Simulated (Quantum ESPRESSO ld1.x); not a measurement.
Results of a calculation; reference values are marked as such.
Species: K12+. Configuration: [He] 2s2 2p3.

Code: ld1.x of Quantum ESPRESSO 7.5. Model: scalar-relativistic Kohn-Sham, LDA (Slater exchange, Perdew-Zunger correlation), spin-polarised, spherical densities, point nucleus; open shells are filled with parallel spins first.

Energy parts (eV):
total: -13868.63
kinetic: 13965.80
electron-nucleus: -29856.11
Hartree: 2583.22
exchange-correlation: -561.53

Orbitals (lengths in bohr, moments of r in powers of bohr; r(90%) holds 90 % of the orbital's charge):
[
 {"orbital": "1s up", "occ.": "1", "eigenvalue (eV)": "-3987.53", "<r^2>": "0.008827", "<r^4>": "0.0001998", "r(90%)": "0.145"},
 {"orbital": "1s down", "occ.": "1", "eigenvalue (eV)": "-3976.10", "<r^2>": "0.008781", "<r^4>": "0.0001977", "r(90%)": "0.144"},
 {"orbital": "2s up", "occ.": "1", "eigenvalue (eV)": "-738.698", "<r^2>": "0.1517", "<r^4>": "0.03901", "r(90%)": "0.553"},
 {"orbital": "2s down", "occ.": "1", "eigenvalue (eV)": "-720.180", "<r^2>": "0.1550", "<r^4>": "0.04089", "r(90%)": "0.560"},
 {"orbital": "2p up", "occ.": "3", "eigenvalue (eV)": "-681.974", "<r^2>": "0.1204", "<r^4>": "0.02832", "r(90%)": "0.511"},
 {"orbital": "2p down", "occ.": "0", "eigenvalue (eV)": "-660.035", "<r^2>": "0.1241", "<r^4>": "0.03030", "r(90%)": "0.519"}
]

The highest occupied level is 2p up at -681.97 eV. Summed over all electrons, <r^2> = 0.6855 bohr^2, which gives a Langevin (diamagnetic) susceptibility term of -0.543 x 10^-6 cm^3/mol. For comparison, the ionisation energy in NIST's Atomic Spectra Database is 714.7 eV (semi-empirical). In exact Kohn-Sham theory the highest level is minus the ionisation energy, but local and semilocal functionals leave it too shallow, through self-interaction and a potential that decays too fast; potentials with the right tail come closer. Spin moment in Bohr magnetons: 3. The density falls to 0.001 e/bohr^3 at r = 1.10 bohr.

Run on one thread of a shared host, so times are rough (Intel(R) Xeon(R) Processor @ 2.60GHz): 0.57 s of CPU time, 0.58 s wall, 12 iterations on 1945 mesh points.
